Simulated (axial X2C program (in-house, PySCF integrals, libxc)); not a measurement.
# SnF: from the spin-free to the two-component result

Computed with an in-house all-electron X2C program for linear molecules (integrals from PySCF). Spin-free means the one-electron spin-free X2C Hamiltonian; two-component (2c) means X2C with spin–orbit coupling and atomic mean-field two-electron Coulomb and Gaunt terms, so the difference of the two also holds small scalar two-electron terms. Basis: Sn dyall-cv3z [11s12p9d4f1g], F dyall-av3z [7s6p3d2f] (cores contracted in-house); Gaussian nuclei, density fitting, unrestricted open shells. Masses: Sn 119.902 u, F 18.998 u.

Spin-free state: M_S = 1/2, Λ = 1 (beyond evenly filled blocks: π+α); fragments Sn + F.

```csv
level,Re (Å),ωe (cm⁻¹),De (eV),μ (D)
PBE0,1.949,576.3,4.865,-2.65
HF,1.929,606.2,3.004,-2.71
MP2,1.961,572.9,5.247,n/a
CCSD(T),1.959,575.1,4.926,n/a
TPSS,1.967,557.6,5.063,-2.55
```

Correlated methods: 11 electrons correlated (number of frozen shells: Sn 4 s, 3 p, 2 d; F 1 s), 257 virtual spin orbitals or spinors in MP2, 90 natural virtuals in coupled cluster.

Dipoles are positive if F is the positive end.

**Question.** Within this multiplet, which Ω should lie lowest by the rule for regular and inverted multiplets?

**Answer.** The open π shell holds one electron, so the multiplet is regular: Ω = Λ − 1/2 = 1/2. The PBE0 2c search agrees.

Two-component determinant lowest at the distance of the search:

Ω = 1/2 (⟨Sz⟩ = -0.50, ⟨Lz⟩ = 1.00 at HF); fragments Sn + F.

```
  level  Re (Å)  ωe (cm⁻¹)  μ (D)
   PBE0   1.952      572.7  -2.70
     HF   1.931      602.4  -2.76
    MP2   1.964      569.5    n/a
CCSD(T)   1.961      571.7    n/a
   TPSS   1.970      554.4  -2.60
```

**Question.** From the two tables, how do the constants change at the CCSD(T) level (2c against spin-free)?

**Answer.** At the CCSD(T) level Re goes up by 0.002 Å and ωe drops by 3.4 cm⁻¹.

Occupations by symmetry block were frozen at the best pattern of an incomplete PBE0 search. De is counted from the lowest determinant-based energies of the atoms at the same level, without counterpoise correction. De is not given where an atomic determinant may have missed its ground term or J level, or where the truncated virtual space spoils (T). Density functionals use the spin component along the axis (collinear). Coupled cluster ran in a truncated set of natural virtual spinors; the MP2 energy of the rest was added. (T) has no such correction and the atoms are truncated less, which lowers De at CCSD(T) by a hundredth of an eV or more. The functionals have no current-density term, which raises determinants with orbital currents, atoms included. With the outer-core shells frozen, correlated bond lengths of heavy atoms tend to come out a few hundredths of an ångström too long.
